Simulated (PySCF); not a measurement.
5-(furan-2-yl)pyrimidine (C₈H₆N₂O), SMILES c1coc(-c2cncnc2)c1.

Geometry optimised at B3LYP-D3(BJ)/def2-SVP. The values are those of a single conformer.

Two levels are set side by side: TDA-PBE/def2-SVP (PySCF) and TDA-CAM-B3LYP/def2-SVP (PySCF). Vertical, same geometry. The lowest singlet is HOMO→LUMO 100 % with PBE and HOMO−1→LUMO 51 %, HOMO−1→LUMO+1 45 % with the other functional; states are paired by order. Differences are taken from unrounded values.

```csv
quantity,TDA-PBE
lowest singlet excitation (eV),3.28
lowest triplet excitation (TDA) (eV),2.93
first bright state (f over 0.05) (eV),4.46
its oscillator strength,0.60
```

These are the TDA-PBE values. What does TDA-CAM-B3LYP give? (The exact figures need the calculation; the answer reports its results.)


```tsv
quantity	TDA-CAM-B3LYP	TDA-PBE minus TDA-CAM-B3LYP
lowest singlet excitation (eV)	4.54	-1.26
lowest triplet excitation (TDA) (eV)	3.12	-0.19
first bright state (f over 0.05) (eV)	4.98	-0.53
its oscillator strength	0.65	-0.05
```

Functionals without exact exchange tend to place singlet excitations lower, as here. Differences between two approximate levels are no errors against the true value.

Rough cost on one machine, each run with all the roots and properties that it gave: TDA-CAM-B3LYP against TDA-PBE about 4 times.
